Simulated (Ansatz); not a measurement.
```yaml
crystal:
  periodic: [false, false, false]
  atoms:
    - {symbol: F, position_ang: [0.602765, -1.335592, 2.450779]}
    - {symbol: Ga, position_ang: [0.360774, -1.248842, 0.278868]}
    - {symbol: F, position_ang: [-1.622909, -1.722910, -0.519054]}
    - {symbol: F, position_ang: [2.079424, -1.737365, -0.982112]}
    - {symbol: Se, position_ang: [0.341718, 1.974941, -0.101136]}
    - {symbol: H, position_ang: [-1.342302, 2.130934, 0.617740]}
    - {symbol: H, position_ang: [-0.342971, 1.853835, -1.802212]}
basis:
  gaussian: {orbitals: def2-SVP}
total_charge: 4
hamiltonian: {xc: {name: r2SCAN0}}
scf: {lower_state_search: full}
output: {forces: true}
```

```sh
$ ansatz run in.yaml --threads 4 --pin off --events-out ev --progress --plain --max-ram 10444MiB
```

It prints (some lines left out):

```
Functional definition: r2SCAN0
1110 factors; integrals over basis functions are off by at most 1.3e-3 eV
mean field evaluation 1: about -125659.2612 eV, gradient 1.9e2 eV
mean field evaluation 2: about -125659.4163 eV, gradient 1.9e2 eV
mean field evaluation 4: about -125373.9161 eV, gradient 2.7e2 eV
mean field evaluation 8: about -125719.2455 eV, gradient 1.2e2 eV
mean field evaluation 16: about -125798.2183 eV, gradient 6.1e0 eV
mean field evaluation 32: about -125798.7044 eV, gradient 2.4e0 eV
mean field evaluation 64: about -125798.7186 eV, gradient 3.0e-5 eV
mean field -125798.71862602 eV, -4623.0176400722 hartree, gradient 5.9e-8 eV, S^2 0.000000; 8 other end points of the search recorded, 0 dependent functions left out
reference -125798.71863510 eV, -4623.0176404059 hartree; 45, 45 occupied and 71, 71 virtual orbitals, 1110 factors
Total energy: -125798.71863510 eV, -4623.0176404059 hartree
Atom 0 at     0.602765    -1.335592     2.450779 Å, force    -0.274797     0.223313    -2.627364 eV/Å
Atom 1 at     0.360774    -1.248842     0.278868 Å, force     0.169840    -5.320578     0.691892 eV/Å
Atom 2 at    -1.622909    -1.722910    -0.519054 Å, force     2.737115     0.863148     1.076070 eV/Å
Atom 3 at     2.079424    -1.737365    -0.982112 Å, force    -2.047823     0.703671     1.508258 eV/Å
Atom 4 at     0.341718     1.974941    -0.101136 Å, force    -3.191057     2.183133    -1.569590 eV/Å
Atom 5 at    -1.342302     2.130934     0.617740 Å, force     1.781767     0.540852    -0.697765 eV/Å
Atom 6 at    -0.342971     1.853835    -1.802212 Å, force     0.824955     0.806461     1.618499 eV/Å
Dipole moment:    -0.715108     1.785844    -0.502960 e Å
```

Task: What is wrong with this run?

Result: The charge is far from anything that the molecule holds. Self-consistency was reached. The result belongs to that input, not to the molecule as meant.
